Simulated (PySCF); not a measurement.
Computed shifts of a molecule C3H3ClF2, PySCF with PBE/pcSseg-1, GIAO, gas phase, atoms alike by connectivity averaged where their shifts nearly agree, in ppm (number of nuclei): ¹⁹F: -199.4 (1), -256.8 (1). ¹³C: 102.0 (1), 80.6 (1), 28.1 (1). ¹H: 4.66 (1), 1.86 (1), 1.57 (1). References: ¹⁹F against CFCl3 (σ = 133.6 ppm); ¹³C against TMS (σ = 182.0 ppm); ³⁵Cl against HCl (σ = 936.5 ppm); ¹H against TMS (σ = 31.49 ppm), references at their B3LYP-D3(BJ)/def2-TZVP geometries, non-relativistic (without spin–orbit terms, shifts of atoms bonded to Cl or Br come out too high). Geometry optimised at PBE0-D3(BJ)/def2-SVP. One conformer was computed; it need not be the lowest.

Question: Which structure fits?
A. FC1(F)C[C@H]1Cl
B. C/C(F)=C(\F)Cl
C. F[C@@H]1C[C@@]1(F)Cl
D. F[C@@H]1[C@H](F)[C@H]1Cl

Answer: C, F[C@@H]1C[C@@]1(F)Cl
